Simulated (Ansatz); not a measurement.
Cost and result up the ladder for (ClAlO)4 cubane (Al₄Cl₄O₄) (12 atoms). The state is a singlet with charge 0. Geometry: PBE-D4/def2-SVP.

```xyz
12

Al    0.825    0.132    1.394
Cl    1.882    0.301    3.181
O    -0.018   -1.411    0.768
Al   -1.536   -0.424    0.318
Cl   -3.506   -0.968    0.724
O    -0.685    1.122    0.924
Al    0.018    1.427   -0.777
Cl    0.042    3.257   -1.774
O     1.519    0.419   -0.314
Al    0.693   -1.135   -0.934
Cl    1.583   -2.589   -2.132
O    -0.815   -0.130   -1.378
```

Ansatz on 4 threads of Arm Neoverse V1 on a shared host. Times are rough, and most runs start from the orbitals of an earlier one. r2SCAN0-D4/def2-TZVP serves as the yardstick here, not as an exact answer. Differences are given only for rows in sets of like size (and for xTB, whose basis is part of the method), since another set adds its own error. Binding counts from free atoms at the same level (Al doublet, Cl doublet, O triplet; other spins of the atoms weren't run), without zero-point energy or a counterpoise term.

Correlated methods freeze 44 core orbitals. The rows differ in basis, and correlated rows in double-zeta sets carry the largest basis error.

Correlated methods converge slowly with the basis, most of all in double-zeta sets.

| level | functions | wall time | binding energy per atom (eV) | difference from r2SCAN0-D4/def2-TZVP (eV) |
| --- | --- | --- | --- | --- |
| HF/STO-3G | 92 | 0.95 s | 4.37 | – |
| MP2/def2-SVP | 200 | 5.5 s | 4.73 | – |
| PBE-D4/def2-SVP | 200 | 6 s | 4.86 | – |
| PBE0-D4/def2-SVP | 200 | 7.5 s | 4.74 | – |
| BLYP-D4/def2-TZVP | 420 | 14 s | 4.66 | -0.05 |
| PBE-D4/def2-TZVP (with forces) | 420 | 16 s | 4.80 | 0.09 |
| r2SCAN-D4/def2-TZVP | 420 | 28 s | 4.83 | 0.13 |
| PBE0-D4/def2-TZVP | 420 | 34 s | 4.70 | 0.00 |
| r2SCAN0-D4/def2-TZVP | 420 | 48 s | 4.71 | 0.00 |
